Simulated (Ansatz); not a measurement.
A series at B: from `OB(O)O`, ligands are replaced one by one, each step taking up NH₃ and setting free H₂O; n counts the steps. Ansatz, PBE0-D4/def2-TZVP geometries. Each molecule was computed in one conformer, which needn't be the lowest.

CBS adds triple-zeta CCSD(T) − MP2 to the MP2 limit, frozen cores; atoms without spin–orbit coupling. 

| n | molecule | atomization energy, CCSD(T)/CBS (kJ/mol) |
| --- | --- | --- |
| 0 | `OB(O)O` | 3074.3 |
| 1 | `NB(O)O` | ? |
| 2 | `NB(N)O` | 3546.1 |
| 3 | `NB(N)N` | 3784.6 |

Problem. By hand: fit a straight line y = ȳ + b (n − n̄) to the 3 given rows and predict n = 1.

Solution. n̄ = 1.667, ȳ = 3468.33; Σ(n − n̄)(y − ȳ) = 1104.33, Σ(n − n̄)² = 4.667, so b = 236.63 kJ/mol a step. Prediction: 3468.33 + (236.63) × (-0.667) = 3310.5 kJ/mol.

Problem. By hand: compare with the computed value, 3310.3 kJ/mol, and give the steps along the whole series.

Solution. The line misses by -0.2 kJ/mol (computed minus predicted). Steps: 236.0, 235.8, 238.5 kJ/mol.

The steps differ by at most 2.7 kJ/mol, 1.1 % of a mean step, so the ligands' effects nearly add and a line is close. The miss is 0.0 % of the series' range. The energies themselves are unsure by some kJ/mol a bond, though much of that is common to the series.
